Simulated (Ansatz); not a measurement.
`CB/C=C/O` and `CB/C=C/Cl` differ in one atom or group.

Ansatz, PBE0-D4/def2-TZVP geometries, multiplicity 1. Each molecule was computed in one conformer, which needn't be the lowest.

| property | `CB/C=C/O` |
| --- | --- |
| LUMO energy (B3LYP/def2-TZVPP) / eV | -1.34 |
| LUMO energy (ωB97M-V/def2-TZVPP) / eV | 0.87 |
| HOMO energy (PBE0/def2-TZVPP) / eV | -7.24 |
| HOMO energy (ωB97M-V/def2-TZVPP) / eV | -9.41 |
| HOMO–LUMO gap (B3LYP/def2-TZVPP) / eV | 5.69 |
| size of the dipole moment (PBE/def2-TZVPP) / D | 3.13 |

What does the change do to each property? (Best estimate.)

Ansatz gave: 
```tsv
property	`CB/C=C/Cl`	shift
LUMO energy (B3LYP/def2-TZVPP) / eV	-2.14	-0.80
LUMO energy (ωB97M-V/def2-TZVPP) / eV	0.07	-0.80
HOMO energy (PBE0/def2-TZVPP) / eV	-7.89	-0.65
HOMO energy (ωB97M-V/def2-TZVPP) / eV	-10.02	-0.61
HOMO–LUMO gap (B3LYP/def2-TZVPP) / eV	5.52	-0.17
size of the dipole moment (PBE/def2-TZVPP) / D	0.77	-2.36
```

With PBE0 the HOMO falls by 0.65 eV and the LUMO falls by 0.82 eV, so the gap narrows by about 0.17 eV. PBE moves the HOMO by -0.66 eV and ωB97M-V by -0.61 eV. Dipoles are sizes alone; their direction can turn.

B3LYP here is the variant with VWN-RPA as its local correlation; programs differ in this.
